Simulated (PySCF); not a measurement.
CCl2F4Si

CCl2F4Si is a molecule drawn to mimic a surface site (built as: Si site whose three back bonds go to F, Cl, Cl; end group CF3), neutral, singlet. The structure, one conformer, was relaxed in the gas phase by PBE0-D3(BJ)/def2-SVP. No frequency run checks that it is a minimum.

SMILES: FC(F)(F)[Si](F)(Cl)Cl

| atom | x (Å) | y (Å) | z (Å) |
| --- | --- | --- | --- |
| Si1 | 0.857 | -0.324 | -0.074 |
| F2 | 1.067 | -0.988 | -1.519 |
| Cl3 | 1.132 | -1.730 | 1.358 |
| Cl4 | 2.136 | 1.234 | 0.138 |
| C5 | -0.950 | 0.323 | 0.003 |
| F6 | -1.825 | -0.668 | -0.181 |
| F7 | -1.166 | 1.242 | -0.941 |
| F8 | -1.204 | 0.882 | 1.189 |

Shieldings: GIAO PBE0/pcSseg-2. Shifts are against computed references at the same level: C TMS (σ 184.1 ppm), Si TMS (σ 341.3 ppm). Core levels by delta-SCF with SCAN, pcX-2 on the ionised atom and pcseg-1 elsewhere, spin-free X2C (2p3/2 is the spin-free 2p value less a third of a first-order spin-orbit splitting); from the vacuum level, for chosen atoms.

**Question.** Give the shieldings and core levels atom by atom.

**Answer.** 
| atoms | bonded to | σ (ppm) | δ (ppm) | core level (eV) |
| --- | --- | --- | --- | --- |
| Si1 | 1 C + 2 Cl + 1 F | 362.5 | -21.2 | 2p3/2 110.41 |
| F2 | 1 Si | 300.4 | - | 1s 693.67 |
| Cl3 Cl4 | 1 Si | 856.9 | - | 2p3/2 207.31 |
| C5 | 3 F + 1 Si | 52.7 | 131.4 | 1s 298.42 |
| F6 F7 | 1 C | 255.4 | - | 1s 694.54 |
| F8 | 1 C | 254.9 | - | - |

Values are those of this one static structure; atoms that internal rotation interchanges would show their mean in an NMR spectrum.

**Question.** By CAM-B3LYP/def2-SVPD (TDDFT singlets, Tamm-Dancoff triplets, ionisation by delta-SCF), where does absorption start, and what does vertical ionisation take?

**Answer.** The lowest singlet lies at 8.27 eV (f 0.038), the strongest of the first 6 at 8.53 eV (f 0.099), the lowest triplet at 7.68 eV; vertical ionisation takes 12.49 eV.
